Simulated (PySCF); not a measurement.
A structure optimised at TPSSh-D3(BJ)/def2-SVPD, used in a PySCF frequency run:

```xyz
5

Se     0.0000     0.0000     0.3985
F      1.8866     0.0000     0.2908
F     -1.8866     0.0000     0.2908
F      0.0000     1.2052    -1.0436
F      0.0000    -1.2052    -1.0436
```
Charge -1, spin multiplicity 2.

**Question.** Write its SMILES, formula and point group.

**Answer.** F[Se-](F)(F)F, F4Se, C2v

**Question.** What are its rotational constants (standard atomic weights)?

**Answer.** 4.5014, 2.6539, 2.6278 GHz
